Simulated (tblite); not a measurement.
Isomers of C5H7F3O2. Method: GFN2-xTB as coded in tblite; computed harmonic values from a numerical Hessian at the method's own geometry, unscaled. This tight-binding method is rough: wavenumbers can miss measured ones by several per cent, in bad cases by 10 to 20. One conformer each.

Electronic energies: GFN2-xTB at the same geometries; isomer energies are rough at this level and their order can be wrong.

```
              SMILES  electronic energy, lowest = 0 (kJ/mol)
    FC(F)(F)C1OCCCO1                                     0.0
FC(F)(F)[C@H]1COCCO1                                    15.4
   CC(=O)COC(F)(F)CF                                    45.2
```

Problem. How do GFN2-xTB zero-point energies change the relative energies?

Solution. 
```
              SMILES  ZPE (kJ/mol)  of it from modes above 1550 cm⁻¹  electronic (kJ/mol)  with ZPE, lowest = 0 (kJ/mol)  lowest mode (cm⁻¹)  rings
    FC(F)(F)C1OCCCO1         321.1                             124.4                  0.0                            0.0                  33      1
FC(F)(F)[C@H]1COCCO1         319.8                             122.9                 15.4                           14.1                  51      1
   CC(=O)COC(F)(F)CF         308.8                             136.2                 45.2                           33.0                  34      0
```

The zero-point energies span 12.3 kJ/mol, from `CC(=O)COC(F)(F)CF` to `FC(F)(F)C1OCCCO1`. The order is unchanged.

Problem. What do entropy and thermal enthalpy add at 298.15 K and 1 bar (rigid rotor, harmonic oscillator, one conformer each)?

Solution. 
```json
{"SMILES": "FC(F)(F)C1OCCCO1", "point group": "Cs", "symmetry number": "1", "S (J/(mol K))": "392.3", "H − H(0) (kJ/mol)": "25.91", "ZPE + H − H(0) − TS (kJ/mol)": "230.0"}
{"SMILES": "FC(F)(F)[C@H]1COCCO1", "point group": "C1", "symmetry number": "1", "S (J/(mol K))": "392.3", "H − H(0) (kJ/mol)": "26.04", "ZPE + H − H(0) − TS (kJ/mol)": "228.8"}
{"SMILES": "CC(=O)COC(F)(F)CF", "point group": "C1", "symmetry number": "1", "S (J/(mol K))": "443.4", "H − H(0) (kJ/mol)": "31.35", "ZPE + H − H(0) − TS (kJ/mol)": "208.0"}
```
